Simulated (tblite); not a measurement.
C7H7BO.
SMILES with atom numbers: `[BH2:1][CH2:2][O:3]/[C:4]([C:5]#[CH:6])=[CH:7]/[C:8]#[CH:9]` (hydrogens: H10, H11 on B1; H12, H13 on C2; H14 on C6; H15 on C7; H16 on C9)

Computed with GFN2-xTB (tblite), gas phase: L-BFGS steps from a force-field or distance-geometry start until the largest atomic force falls under 0.01 eV/Å.

At the end of the run (lengths in Å): C7–C8 1.401, O3–C4 1.362, B1–H11 1.166, C2–O3 1.420, C4–C5 1.417, B1–C2 1.569, B1–H10 1.165, C2–O3–C4 117.8°, B1–C2–O3 113.3°, O3–C4–C5 120.1°, C7–C8–C9 178.0°, B1–C2–O3–C4 180°, C2–O3–C4–C5 0°, O3–C4–C7–C8 180°, H12–C2–O3–C4 -57°.

Question: These geometries were met on the way; a selection of coordinates is given. Order them by energy above the end point, lowest first.
A. C7–C8 1.404, O3–C4 1.363, B1–H11 1.165, C2–O3 1.422, C4–C5 1.418, B1–C2 1.568, B1–H10 1.162, C2–O3–C4 118.5°, B1–C2–O3 112.4°, O3–C4–C5 121.1°, C7–C8–C9 176.2°, B1–C2–O3–C4 180°, C2–O3–C4–C5 0°, O3–C4–C7–C8 180°, H12–C2–O3–C4 -56°
B. C7–C8 1.400, O3–C4 1.363, B1–H11 1.168, C2–O3 1.422, C4–C5 1.416, B1–C2 1.576, B1–H10 1.166, C2–O3–C4 122.3°, B1–C2–O3 111.4°, O3–C4–C5 122.5°, C7–C8–C9 178.8°, B1–C2–O3–C4 180°, C2–O3–C4–C5 0°, O3–C4–C7–C8 180°, H12–C2–O3–C4 -58°
C. C7–C8 1.449, O3–C4 1.395, B1–H11 1.192, C2–O3 1.444, C4–C5 1.436, B1–C2 1.580, B1–H10 1.182, C2–O3–C4 122.8°, B1–C2–O3 108.9°, O3–C4–C5 121.4°, C7–C8–C9 179.4°, B1–C2–O3–C4 180°, C2–O3–C4–C5 1°, O3–C4–C7–C8 -179°, H12–C2–O3–C4 -62°
D. C7–C8 1.411, O3–C4 1.370, B1–H11 1.166, C2–O3 1.427, C4–C5 1.423, B1–C2 1.587, B1–H10 1.165, C2–O3–C4 123.9°, B1–C2–O3 111.4°, O3–C4–C5 121.8°, C7–C8–C9 179.6°, B1–C2–O3–C4 180°, C2–O3–C4–C5 0°, O3–C4–C7–C8 180°, H12–C2–O3–C4 -59°
E. C7–C8 1.399, O3–C4 1.359, B1–H11 1.167, C2–O3 1.419, C4–C5 1.415, B1–C2 1.573, B1–H10 1.167, C2–O3–C4 119.8°, B1–C2–O3 110.8°, O3–C4–C5 121.9°, C7–C8–C9 176.7°, B1–C2–O3–C4 180°, C2–O3–C4–C5 0°, O3–C4–C7–C8 180°, H12–C2–O3–C4 -58°

Answer: A (0.014 eV), E (0.026 eV), B (0.044 eV), D (0.078 eV), C (0.176 eV).

```tsv
step	E above end (eV)	rms distance from the end, all atoms (Å)	largest force (eV/Å)	rms shift of all bonds from the end (Å)
23	0.014	0.073	0.153	0.002
16	0.026	0.124	0.104	0.002
8	0.044	0.147	0.186	0.002
3	0.078	0.155	0.333	0.008
0	0.176	0.160	1.559	0.020
```

Rows stand in the order of the answer.
